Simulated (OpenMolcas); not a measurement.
Sc2+ (d1) among equal point charges was computed by CASSCF with the d shell active (OpenMolcas, ANO-RCC-VDZP on the metal). Its lowest spin-free states, and all those of the highest spin:

```json
{"2S+1": "2", "Degeneracy": "3", "E (cm-1)": "0.0"}
{"2S+1": "2", "Degeneracy": "2", "E (cm-1)": "15049"}
```

Question: Is the site octahedral, tetrahedral or cube-like, axial, or of lower symmetry?

Answer: The states with 2S+1 = 2 have orbital degeneracies 3, 2. Threefold states need a cubic site. For d1 at this spin an octahedron puts the threefold T2 below the twofold E and a tetrahedron or cube puts the twofold E below the threefold T2, so the site is octahedral. The first gap at this spin, 15000 cm-1, is |10Dq| in ligand-field theory. The run had Sc2+ among 6 point charges of -2.2 e arranged as an octahedron (Oh), 2.24 Å from the ion.

An orbital triplet at a regular site is open to Jahn-Teller coupling, which can distort the site and quench the lowest spin-orbit gaps and is left out. This is an electrostatic model: the charges have no orbitals. No measured value stands beside these numbers.
